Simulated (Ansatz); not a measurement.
Mg2F5⁻. Charge -1, multiplicity 1. Geometry PBE-D4/def2-SVPD; atoms count from 1.

```csv
atom,x (Å),y (Å),z (Å)
Mg1,0.853,-0.749,1.524
Mg2,-0.852,0.746,-1.525
F3,0.078,2.088,-2.332
F4,0.001,-0.014,-0.007
F5,1.966,-2.154,1.194
F6,-2.467,0.015,-1.946
F7,0.421,0.067,3.094
```

Another isomer (singlet) lies 1.00 eV lower at PBE0-D4/def2-TZVPD; other spin states weren't run for this one.

Q: Estimate the Mulliken populations from the PBE0/def2-TZVPD orbitals of Ansatz.

A: 
| atom | charge (e) |
| --- | --- |
| Mg1 | 1.34 |
| Mg2 | 1.34 |
| F3 | -0.76 |
| F4 | -0.65 |
| F5 | -0.76 |
| F6 | -0.76 |
| F7 | -0.76 |
Mulliken values and Mayer orders depend strongly on the basis. With diffuse functions, as here, like atoms can get unlike values, and bond orders can come out too low or too high.

Q: And the Mayer bond orders between bonded heavy atoms (over 0.3)?

A: Mg1–F5 0.45 (1.82 Å); Mg1–F7 0.45 (1.82 Å); Mg2–F3 0.45 (1.82 Å); Mg2–F6 0.45 (1.82 Å).
